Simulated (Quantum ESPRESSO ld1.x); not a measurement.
Results of a calculation; reference values are marked as such.
Q: F+, configuration [He] 2s1 2p4 3p1 (not the ground configuration). Code: ld1.x of Quantum ESPRESSO 7.5. Model: scalar-relativistic Kohn-Sham, PBE, spin-unpolarised, spherical densities, point nucleus. Some entries of the table are withheld. Estimate them.

| orbital | occ. | eigenvalue (eV) | <r> (bohr) |
|---|---|---|---|
| 1s | 2 | -700.971 | (1) |
| 2s | 1 | (2) | 0.9237 |
| 2p | 4 | -40.526 | 0.9077 |
| 3p | 1 | (3) | 3.826 |

A: 
(1) 1s <r> (bohr): 0.1762
(2) 2s eigenvalue (eV): -59.590
(3) 3p eigenvalue (eV): -7.193
